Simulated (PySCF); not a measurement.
# Shifts of the heteroatoms

Atom-mapped SMILES (the numbers label the heavy atoms): `[CH3:1][CH:2]([CH3:3])/[CH:4]=[C:5](\[SiH3:6])[C:7](=[O:8])[F:9]`. Hydrogens are named by the atom that carries them.

PySCF 2.14.0 with density-fitted response routines calculation with geometry: GFN2-xTB and shielding tensors at PBE0/pcSseg-1 (GIAO); in vacuum, non-relativistic Hamiltonian, rapidly exchanging positions averaged, one conformer.

(1) Predict the $^{19}$F NMR data.

(2) Where does $^{29}$Si resonate?

(3) Predict the $^{17}$O NMR data.

## Answers

(1) 
```tsv
atoms	environment	σ (ppm)	δ (ppm)
F9	fluorine bonded to C	155.7	5.6
```

Shieldings were converted by a linear fit to measured shifts: $^{19}$F: δ = 146.13 − 0.903σ +14.6 on sp3 carbon (rms 6.0 ppm, 223 shifts, 7.0 ppm with the 5 outliers that the fit left out vs CFCl3, solution or neat liquid). Occasional misses reach two or three times the rms, and more in compound classes unlike the fitted ones.

On a 300 MHz spectrometer $^{19}$F resonates near 282.3 MHz, so 1 ppm is 282.3 Hz.

(2) 
| atoms | environment | σ (ppm) | δ (ppm) |
| --- | --- | --- | --- |
| Si6 | silicon bonded to C, 3 H | 435.0 | -77.6 |

Shieldings were converted by a linear fit to measured shifts: $^{29}$Si: δ = 279.94 − 0.822σ (rms 8.9 ppm, 72 shifts, 25.8 ppm with the 6 outliers that the fit left out vs TMS, solution or neat liquid). Occasional misses reach two or three times the rms, and more in compound classes unlike the fitted ones.

On a 600 MHz spectrometer $^{29}$Si resonates near 119.2 MHz, so 1 ppm is 119.2 Hz.

(3) 
| atoms | environment | σ (ppm) | δ (ppm) |
| --- | --- | --- | --- |
| O8 | carbonyl oxygen | -117.1 | 373.4 |

Shieldings were converted by a linear fit to measured shifts: $^{17}$O: δ = 266.70 − 0.911σ (rms 10.7 ppm, 155 shifts, 12.2 ppm with the 3 outliers that the fit left out vs liquid water, solution or neat liquid). Occasional misses reach two or three times the rms, and more in compound classes unlike the fitted ones.

On a 300 MHz spectrometer $^{17}$O resonates near 40.7 MHz, so 1 ppm is 40.7 Hz.
